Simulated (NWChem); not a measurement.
CrO2F cation; SMILES [O]=[Cr+](=[O])[F]

All runs: NWChem. Medium grid unless said otherwise, to which SCAN and Minnesota functionals are sensitive. Structure relaxed at the PBE-D3(BJ)/def2-SVP level. The spin multiplicity was typed, not searched, and may not be the lowest. Total energies of different functionals are on different scales.

```json
[
 {"level": "B3LYP/def2-TZVP", "energy (Ha)": "-1294.5286", "highest occupied level (eV)": "-17.26", "orbital gap (eV)": "3.95"},
 {"level": "CAM-B3LYP/def2-TZVP", "energy (Ha)": "-1294.4612", "highest occupied level (eV)": "-19.01", "orbital gap (eV)": "7.10"},
 {"level": "LRC-wPBEh/def2-TZVP", "energy (Ha)": "-1294.0494", "highest occupied level (eV)": "?", "orbital gap (eV)": "?"},
 {"level": "MN15-L/def2-TZVP", "energy (Ha)": "-1294.2487", "highest occupied level (eV)": "-16.30", "orbital gap (eV)": "2.82"}
]
```

### Question
Complete the blanks.

### Answer

- LRC-wPBEh/def2-TZVP, highest occupied level (eV): -19.34
- LRC-wPBEh/def2-TZVP, orbital gap (eV): 8.21
